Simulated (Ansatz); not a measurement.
`[OH][GeH]([F])[GeH3]` + `Cl[CH2][GeH]([Cl])[Cl]` → `[OH][GeH]([F])[CH2]Cl` + `[Cl][GeH]([Cl])[GeH3]`  (redistribution)

Calculated with Ansatz (gas phase, PBE0-D4/def2-TZVP geometries, no zero-point term in ΔE). CCSD(T)/CBS is the MP2 limit (def2-TZVPP, def2-QZVPP) plus CCSD(T) − MP2 in def2-TZVPP, frozen cores. Functionals use def2-TZVPP. For Ge outer-core shells are correlated without core-valence functions, which leaves a few kJ/mol of doubt a bond. Scalar relativity is left out up to krypton. Each species was taken in one conformer, which may not be the lowest.

`[OH][GeH]([F])[GeH3]`:

Cartesian coordinates in Å:
```
O -1.092 0.963 1.401
Ge 0.371 0.166 0.807
F 0.551 -1.305 1.734
Ge -0.048 -0.430 -1.500
H -1.018 1.268 2.309
H 1.623 0.989 1.176
H 1.140 -1.246 -2.025
H -0.196 0.852 -2.330
H -1.333 -1.259 -1.572
```

`Cl[CH2][GeH]([Cl])[Cl]`:

Cartesian coordinates in Å:
```
Cl -2.040 -0.966 -0.160
C -0.761 0.105 -0.741
Ge 0.787 0.104 0.454
Cl 1.536 -1.891 0.607
Cl 0.157 0.745 2.392
H -1.159 1.117 -0.812
H -0.451 -0.229 -1.732
H 1.931 1.015 -0.008
```

`[OH][GeH]([F])[CH2]Cl`:

Cartesian coordinates in Å:
```
O -0.158 -0.853 -1.789
Ge 0.365 -0.743 -0.115
F 2.092 -0.510 -0.120
C -0.316 0.847 0.792
Cl -2.073 0.701 1.021
H 0.011 -0.061 -2.305
H 0.046 -2.083 0.539
H 0.151 0.957 1.770
H -0.118 1.745 0.206
```

`[Cl][GeH]([Cl])[GeH3]`:

Cartesian coordinates in Å:
```
Cl 2.562 -0.080 0.828
Ge 0.447 -0.480 0.922
Cl 0.188 -2.603 0.664
Ge -0.641 0.662 -0.918
H 0.009 -0.162 2.359
H -2.140 0.338 -0.879
H -0.417 2.172 -0.759
H -0.008 0.153 -2.216
```

```tsv
level	ΔE (kcal/mol)	difference from CCSD(T)/CBS
PBE-D4	-2.1	0.4
r2SCAN-D4	-2.4	0.1
ωB97X-V	-2.1	0.4
ωB97M-V	-2.2	0.3
B2PLYP	-2.5	0.0
PBE	-2.4	0.1
MP2/def2-TZVPP	-2.2	0.3
SCS-MP2/def2-TZVPP	-2.3	0.2
CCSD/def2-TZVPP	-2.4	0.1
MP2/def2-QZVPP	-2.3	0.2
CCSD(T)/CBS	-2.5	0
```

Largest T1 diagnostic among the species: 0.012.

In def2-TZVPP, CCSD(T) changes the Hartree–Fock value by +0.9 kcal/mol (the triples alone add +0.1 kcal/mol) and MP2 by +1.1 kcal/mol.
